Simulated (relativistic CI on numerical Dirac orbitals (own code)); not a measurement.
From line strength to rate: V 4115.18 Å (air)

Problem. For 3d⁴4s ⁶D7/2 – 3d⁴4p ⁶D°7/2 of V a semi-empirical relativistic CI calculation gives the line strength S = 16.2 e²a₀² in the length gauge. The measured levels are 2311.36 and 26604.80 cm⁻¹ (NIST Handbook). Find gf, f, A and the partial lifetime.

Working.
1. σ = 26604.80 − 2311.36 = 24293.44 cm⁻¹, so the vacuum wavelength is 10⁸/σ = 4116.34 Å.
2. gf = 303.756 S/λ(Å) = 1.196, log gf = 0.078; with g = 8 for the lower level, f = 0.149.
3. A = 2.02613 × 10¹⁸ S/(g_u λ³) with g_u = 8: A = 5.88 × 10^7 s⁻¹.
4. The partial lifetime for this S is 1/A = 17 ns; in the calculation this line carries 45 % of the decay of the upper level.

Check. The Handbook lists A = 5.80 × 10^7 s⁻¹, a tabulated value with its own uncertainty (a few per cent for the best lines, 25 % or more for others); ours lies 1 % above it. The velocity form of the same calculation gives S = 15.3, and the gap between the two forms is a rough gauge of the error in S. With the computed energy (23904 cm⁻¹) in place of the measured one the rate would change by the factor (σ_calc/σ)³ = 0.95.
